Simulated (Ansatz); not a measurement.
Ansatz (a first-principles code) job for AlBrH2O2, SMILES [OH][Al]([Br])[OH], r2SCAN-D4/def2-SVP. 

Ansatz 0.2 input:
```yaml
crystal:
  periodic: [false, false, false]
  atoms:
    - {symbol: Al, position_ang: [-0.00000000, 0.00000000, 0.97994201]}
    - {symbol: Br, position_ang: [0.00000000, -0.00000000, -1.26213539]}
    - {symbol: O, position_ang: [0.00000000, -1.46711964, 1.69988018]}
    - {symbol: H, position_ang: [0.00000000, -2.31315337, 2.11870478]}
    - {symbol: O, position_ang: [-0.00000000, 1.46711963, 1.69988018]}
    - {symbol: H, position_ang: [0.00000001, 2.31315336, 2.11870478]}
basis:
  gaussian:
    orbitals: def2-SVP
hamiltonian:
  xc: r2scan
  dispersion: d4
relax: {f_tol: 0.002, max_steps: 200}
```

Log of the run:

```
WARN ansatz: RAYON_NUM_THREADS=1 ignored (pool sized by the plan → 1); use --threads N
Functional definition: r2SCAN
integrals: 0.04 GiB planned
940 factors; their error is unknown
mean field: 0.21 GiB planned
mean field evaluation 1: about -80747.4209 eV, gradient 7.8e1 eV
mean field evaluation 2: about -80717.1854 eV, gradient 1.4e2 eV
mean field evaluation 4: about -80757.8567 eV, gradient 5.1e0 eV
mean field evaluation 8: about -80757.9004 eV, gradient 9.3e-2 eV
mean field evaluation 16: about -80757.8239 eV, gradient 4.5e-5 eV
mean field -80757.82394834 eV, -2967.7952904823 hartree, gradient 4.5e-5 eV, S^2 0.000000; 0 other end points of the search recorded, 0 dependent functions left out
the calculation of the forces begins
reference -80757.82395868 eV, -2967.7952908625 hartree; 33, 33 occupied and 55, 55 virtual orbitals, 940 factors
relax step   1: F+E_penalty+E_count = -80757.85145257 eV  Δ(F+E_penalty+E_count) = +0.000e0 eV  max|allowed force component| = 7.245e-1 eV/Å  Δτ_max = 0.0000 Å  (26 SCF iters, accepted)
these checks for a lower state are left out or cut short: starts, cluster_reference, orbital_swaps, neighbouring_geometries, increment
integrals: 0.04 GiB planned
940 factors; their error is unknown
mean field: 0.21 GiB planned
mean field -80757.84248577 eV, -2967.7959717202 hartree, gradient 2.4e-5 eV, S^2 0.000000; 0 other end points of the search recorded, 0 dependent functions left out
the calculation of the forces begins
reference -80757.84249611 eV, -2967.7959721005 hartree; 33, 33 occupied and 55, 55 virtual orbitals, 940 factors
relax step   2: F+E_penalty+E_count = -80757.86989112 eV  Δ(F+E_penalty+E_count) = -1.844e-2 eV  max|allowed force component| = 5.610e-1 eV/Å  Δτ_max = 0.0316 Å  (28 SCF iters, accepted)
these checks for a lower state are left out or cut short: starts, cluster_reference, orbital_swaps, neighbouring_geometries, increment
integrals: 0.04 GiB planned
940 factors; their error is unknown
mean field: 0.21 GiB planned
mean field evaluation 32: about -80757.8519 eV, gradient 2.2e-5 eV
mean field -80757.85185754 eV, -2967.7963161265 hartree, gradient 2.2e-5 eV, S^2 0.000000; 0 other end points of the search recorded, 0 dependent functions left out
the calculation of the forces begins
reference -80757.85186789 eV, -2967.7963165070 hartree; 33, 33 occupied and 55, 55 virtual orbitals, 940 factors
relax step   3: F+E_penalty+E_count = -80757.87917226 eV  Δ(F+E_penalty+E_count) = -9.281e-3 eV  max|allowed force component| = 7.031e-2 eV/Å  Δτ_max = 0.0325 Å  (28 SCF iters, accepted)
these checks for a lower state are left out or cut short: starts, cluster_reference, orbital_swaps, neighbouring_geometries, increment
integrals: 0.04 GiB planned
940 factors; their error is unknown
mean field: 0.21 GiB planned
mean field -80757.85237018 eV, -2967.7963349656 hartree, gradient 2.1e-5 eV, S^2 0.000000; 0 other end points of the search recorded, 0 dependent functions left out
the calculation of the forces begins
reference -80757.85238053 eV, -2967.7963353462 hartree; 33, 33 occupied and 55, 55 virtual orbitals, 940 factors
relax step   4: F+E_penalty+E_count = -80757.87969000 eV  Δ(F+E_penalty+E_count) = -5.177e-4 eV  max|allowed force component| = 2.130e-2 eV/Å  Δτ_max = 0.0069 Å  (28 SCF iters, accepted)
these checks for a lower state are left out or cut short: starts, cluster_reference, orbital_swaps, neighbouring_geometries, increment
integrals: 0.04 GiB planned
940 factors; their error is unknown
mean field: 0.21 GiB planned
mean field -80757.85271864 eV, -2967.7963477714 hartree, gradient 2.0e-5 eV, S^2 0.000000; 0 other end points of the search recorded, 0 dependent functions left out
the calculation of the forces begins
reference -80757.85272899 eV, -2967.7963481518 hartree; 33, 33 occupied and 55, 55 virtual orbitals, 940 factors
relax step   5: F+E_penalty+E_count = -80757.88004165 eV  Δ(F+E_penalty+E_count) = -3.517e-4 eV  max|allowed force component| = 1.020e-1 eV/Å  Δτ_max = 0.0059 Å  (28 SCF iters, accepted)
these checks for a lower state are left out or cut short: starts, cluster_reference, orbital_swaps, neighbouring_geometries, increment
integrals: 0.04 GiB planned
940 factors; their error is unknown
mean field: 0.21 GiB planned
mean field -80757.85649378 eV, -2967.7964865051 hartree, gradient 8.3e-6 eV, S^2 0.000000; 0 other end points of the search recorded, 0 dependent functions left out
the calculation of the forces begins
reference -80757.85650412 eV, -2967.7964868851 hartree; 33, 33 occupied and 55, 55 virtual orbitals, 940 factors
relax step   6: F+E_penalty+E_count = -80757.88382506 eV  Δ(F+E_penalty+E_count) = -3.783e-3 eV  max|allowed force component| = 2.613e-1 eV/Å  Δτ_max = 0.0366 Å  (28 SCF iters, accepted)
these checks for a lower state are left out or cut short: starts, cluster_reference, orbital_swaps, neighbouring_geometries, increment
integrals: 0.04 GiB planned
940 factors; their error is unknown
mean field: 0.21 GiB planned
mean field -80757.87500407 eV, -2967.7971667459 hartree, gradient 8.7e-5 eV, S^2 0.000000; 0 other end points of the search recorded, 0 dependent functions left out
the calculation of the forces begins
reference -80757.87501437 eV, -2967.7971671244 hartree; 33, 33 occupied and 55, 55 virtual orbitals, 940 factors
relax step   7: F+E_penalty+E_count = -80757.90227122 eV  Δ(F+E_penalty+E_count) = -1.845e-2 eV  max|allowed force component| = 1.983e0 eV/Å  Δτ_max = 0.1955 Å  (30 SCF iters, accepted)
these checks for a lower state are left out or cut short: starts, cluster_reference, orbital_swaps, neighbouring_geometries, increment
integrals: 0.04 GiB planned
940 factors; their error is unknown
mean field: 0.21 GiB planned
mean field evaluation 64: about -80757.8565 eV, gradient 8.9e0 eV
mean field -80757.98695924 eV, -2967.8012810226 hartree, gradient 4.0e-6 eV, S^2 0.000000; 0 other end points of the search recorded, 0 dependent functions left out
the calculation of the forces begins
reference -80757.98696947 eV, -2967.8012813984 hartree; 33, 33 occupied and 55, 55 virtual orbitals, 940 factors
relax step   8: F+E_penalty+E_count = -80758.01418590 eV  Δ(F+E_penalty+E_count) = -1.119e-1 eV  max|allowed force component| = 6.992e-1 eV/Å  Δτ_max = 0.1029 Å  (28 SCF iters, accepted)
these checks for a lower state are left out or cut short: starts, cluster_reference, orbital_swaps, neighbouring_geometries, increment
integrals: 0.04 GiB planned
940 factors; their error is unknown
mean field: 0.21 GiB planned
mean field -80758.04089496 eV, -2967.8032631237 hartree, gradient 5.3e-6 eV, S^2 0.000000; 0 other end points of the search recorded, 0 dependent functions left out
the calculation of the forces begins
reference -80758.04090512 eV, -2967.8032634969 hartree; 33, 33 occupied and 55, 55 virtual orbitals, 940 factors
relax step   9: F+E_penalty+E_count = -80758.06808729 eV  Δ(F+E_penalty+E_count) = -5.390e-2 eV  max|allowed force component| = 1.810e-1 eV/Å  Δτ_max = 0.0887 Å  (30 SCF iters, accepted)
these checks for a lower state are left out or cut short: starts, cluster_reference, orbital_swaps, neighbouring_geometries, increment
integrals: 0.04 GiB planned
940 factors; their error is unknown
mean field: 0.21 GiB planned
mean field -80758.05187522 eV, -2967.8036666407 hartree, gradient 8.5e-5 eV, S^2 0.000000; 0 other end points of the search recorded, 0 dependent functions left out
the calculation of the forces begins
reference -80758.05188534 eV, -2967.8036670127 hartree; 33, 33 occupied and 55, 55 virtual orbitals, 940 factors
relax step  10: F+E_penalty+E_count = -80758.07908642 eV  Δ(F+E_penalty+E_count) = -1.100e-2 eV  max|allowed force component| = 1.323e-1 eV/Å  Δτ_max = 0.0348 Å  (25 SCF iters, accepted)
these checks for a lower state are left out or cut short: starts, cluster_reference, orbital_swaps, neighbouring_geometries, increment
integrals: 0.04 GiB planned
940 factors; their error is unknown
mean field: 0.21 GiB planned
mean field -80758.05802541 eV, -2967.8038926561 hartree, gradient 8.0e-5 eV, S^2 0.000000; 0 other end points of the search recorded, 0 dependent functions left out
the calculation of the forces begins
reference -80758.05803551 eV, -2967.8038930274 hartree; 33, 33 occupied and 55, 55 virtual orbitals, 940 factors
relax step  11: F+E_penalty+E_count = -80758.08525559 eV  Δ(F+E_penalty+E_count) = -6.169e-3 eV  max|allowed force component| = 7.198e-2 eV/Å  Δτ_max = 0.0278 Å  (26 SCF iters, accepted)
these checks for a lower state are left out or cut short: starts, cluster_reference, orbital_swaps, neighbouring_geometries, increment
integrals: 0.04 GiB planned
940 factors; their error is unknown
mean field: 0.21 GiB planned
mean field evaluation 96: about -80758.0628 eV, gradient 8.0e-5 eV
mean field -80758.06275938 eV, -2967.8040666261 hartree, gradient 8.0e-5 eV, S^2 0.000000; 0 other end points of the search recorded, 0 dependent functions left out
the calculation of the forces begins
reference -80758.06276944 eV, -2967.8040669960 hartree; 33, 33 occupied and 55, 55 virtual orbitals, 940 factors
relax step  12: F+E_penalty+E_count = -80758.09000898 eV  Δ(F+E_penalty+E_count) = -4.753e-3 eV  max|allowed force component| = 1.166e-2 eV/Å  Δτ_max = 0.0477 Å  (26 SCF iters, accepted)
these checks for a lower state are left out or cut short: starts, cluster_reference, orbital_swaps, neighbouring_geometries, increment
integrals: 0.04 GiB planned
940 factors; their error is unknown
mean field: 0.22 GiB planned
mean field -80758.06277154 eV, -2967.8040670731 hartree, gradient 7.4e-5 eV, S^2 0.000000; 0 other end points of the search recorded, 0 dependent functions left out
the calculation of the forces begins
reference -80758.06278160 eV, -2967.8040674428 hartree; 33, 33 occupied and 55, 55 virtual orbitals, 940 factors
relax step  13: F+E_penalty+E_count = -80758.09001766 eV  Δ(F+E_penalty+E_count) = -8.676e-6 eV  max|allowed force component| = 2.217e-2 eV/Å  Δτ_max = 0.0050 Å  (27 SCF iters, accepted)
these checks for a lower state are left out or cut short: starts, cluster_reference, orbital_swaps, neighbouring_geometries, increment
integrals: 0.04 GiB planned
940 factors; their error is unknown
mean field: 0.21 GiB planned
mean field -80758.06284497 eV, -2967.8040697717 hartree, gradient 7.4e-5 eV, S^2 0.000000; 0 other end points of the search recorded, 0 dependent functions left out
the calculation of the forces begins
reference -80758.06285503 eV, -2967.8040701413 hartree; 33, 33 occupied and 55, 55 virtual orbitals, 940 factors
relax step  14: F+E_penalty+E_count = -80758.09009624 eV  Δ(F+E_penalty+E_count) = -7.859e-5 eV  max|allowed force component| = 1.122e-2 eV/Å  Δτ_max = 0.0054 Å  (27 SCF iters, accepted)
these checks for a lower state are left out or cut short: starts, cluster_reference, orbital_swaps, neighbouring_geometries, increment
integrals: 0.04 GiB planned
940 factors; their error is unknown
mean field: 0.21 GiB planned
mean field -80758.06285184 eV, -2967.8040700239 hartree, gradient 7.3e-5 eV, S^2 0.000000; 0 other end points of the search recorded, 0 dependent functions left out
the calculation of the forces begins
reference -80758.06286189 eV, -2967.8040703936 hartree; 33, 33 occupied and 55, 55 virtual orbitals, 940 factors
relax step  15: F+E_penalty+E_count = -80758.09010205 eV  Δ(F+E_penalty+E_count) = -5.808e-6 eV  max|allowed force component| = 1.815e-4 eV/Å  Δτ_max = 0.0012 Å  (20 SCF iters, accepted)
integrals: 0.04 GiB planned
940 factors; their error is unknown
mean field: 0.21 GiB planned
mean field evaluation 128: about -80758.0629 eV, gradient 1.9e-3 eV
mean field -80758.06285184 eV, -2967.8040700239 hartree, gradient 7.3e-5 eV, S^2 0.000000; 1 other end points of the search recorded, 0 dependent functions left out
the calculation of the forces begins
reference -80758.06286189 eV, -2967.8040703936 hartree; 33, 33 occupied and 55, 55 virtual orbitals, 940 factors
Total energy: -80758.09011211 eV, -2967.8050718206 hartree
Atom 0 at    -0.000001    -0.000000     1.137799 Å, force     0.000000     0.000000    -0.000019 eV/Å
Atom 1 at     0.000000     0.000000    -1.117948 Å, force    -0.000000     0.000000    -0.000182 eV/Å
Atom 2 at    -0.000000    -1.441103     2.018954 Å, force     0.000000     0.000102     0.000010 eV/Å
Atom 3 at     0.000000    -2.326876     1.648609 Å, force    -0.000000    -0.000060     0.000090 eV/Å
Atom 4 at    -0.000000     1.441103     2.018954 Å, force    -0.000000    -0.000102     0.000010 eV/Å
Atom 5 at     0.000000     2.326876     1.648609 Å, force    -0.000000     0.000060     0.000090 eV/Å
Dipole moment:     0.000000    -0.000000    -0.134994 e Å
```

Self-consistency was reached.

Cost: very roughly 90 core-seconds.
